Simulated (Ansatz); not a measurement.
**Molecular dynamics of ClGaH₂**

input.yaml

```yaml
crystal:
  periodic: [false, false, false]
  atoms:
    - { symbol: Ga, position_ang: [-0.047692, 0.0, 0.027531] }
    - { symbol: H, position_ang: [0.098089, 0.0, 1.57705] }
    - { symbol: Cl, position_ang: [1.846535, 0.0, -1.066114] }
    - { symbol: H, position_ang: [-1.316733, 0.0, -0.873467] }
basis:
  gaussian: { orbitals: def2-SVPD }
hamiltonian:
  xc: b3lyp
  dispersion: d4
md:
  timestep: 1.0
  n_steps: 100
  ensemble: nvt_nose_hoover
  temperature: 300.0
  initial_velocities: maxwell_boltzmann
  seed: 157489
```

Run as:

```bash
$ ansatz run input.yaml --threads 1 --pin off --max-ram 2048MiB --backend cpu --events-out ev --progress --plain --runs-dir out
```

It starts from a relaxed structure.

Output, in part (step lines, the closing report, with atoms numbered from 0):

```
md step     0: t =     0.00 fs  T =   300.0 K  F+E_penalty+E_count = -64925.80375626 eV  E_kin = 0.077556 eV  conserved = -64925.72620026 eV  (27 SCF iters)
[... lines left out ...]
Total energy: -64925.76243126 eV, -2385.9777610866 hartree
Atom 0 at    -0.027511     0.000379     0.015263 Å, force    -0.860350    -0.032439     0.735110 eV/Å
Atom 1 at     0.114679    -0.012745     1.580630 Å, force    -0.069444     0.013542    -0.205344 eV/Å
Atom 2 at     1.805477    -0.000259    -1.041386 Å, force     1.009654     0.007276    -0.562884 eV/Å
Atom 3 at    -1.285276    -0.004374    -0.898110 Å, force    -0.079861     0.011621     0.033118 eV/Å
Dipole moment:    -0.344267     0.003778     0.195034 e Å
```

The steps, from the saved trajectory:

```
time (fs)  T (K)  potential energy less start (eV)  conserved less start (meV/atom)
      0.0    300                             0.000                             0.00
      3.0    251                             0.013                             0.07
      6.0    208                             0.024                             0.07
      9.0    171                             0.033                             0.01
     12.0     73                             0.059                             0.11
     15.0     51                             0.065                             0.06
     18.0     41                             0.067                             0.06
     21.0     32                             0.070                             0.11
     24.0    108                             0.050                             0.04
     27.0    155                             0.038                             0.05
     30.0    195                             0.029                             0.09
     33.0    265                             0.011                             0.00
     36.0    247                             0.017                             0.08
     39.0    241                             0.019                             0.07
     42.0    242                             0.019                             0.01
     45.0    163                             0.040                             0.10
     48.0    135                             0.048                             0.06
     51.0    108                             0.055                             0.05
     54.0     62                             0.068                             0.12
     57.0     99                             0.059                             0.05
     60.0    117                             0.054                             0.06
     63.0    128                             0.052                             0.10
     66.0    186                             0.038                             0.01
     69.0    166                             0.045                             0.09
     72.0    171                             0.044                             0.09
     75.0    206                             0.036                             0.02
     78.0    164                             0.049                             0.12
     81.0    183                             0.045                             0.06
     84.0    201                             0.042                             0.05
     87.0    180                             0.049                             0.12
     90.0    232                             0.037                             0.05
     93.0    242                             0.036                             0.06
     96.0    224                             0.043                             0.12
     99.0    251                             0.038                             0.02
```

The run went to its last step. The conserved energy stayed within 0.14 meV per atom of its start (net change 0.032 meV per atom), so the integration is sound. The mean temperature of the second half is 43 % below the set value. A run of 0.1 ps of so small a system gives no equilibrium averages.

The same pairs are bonded in the first frame and the last. Pairs count as bonded within 1.25 times the sum of covalent radii (0.12 Å more for H–H).

Last frame:

```xyz
4
Properties=species:S:1:pos:R:3
Ga -0.028 0.000 0.015
H 0.115 -0.013 1.581
Cl 1.806 0.000 -1.041
H -1.285 -0.004 -0.898
```

Run time: 3.5 min on 1 thread of Arm Neoverse V2 (shared host), peak memory 0.15 GiB.
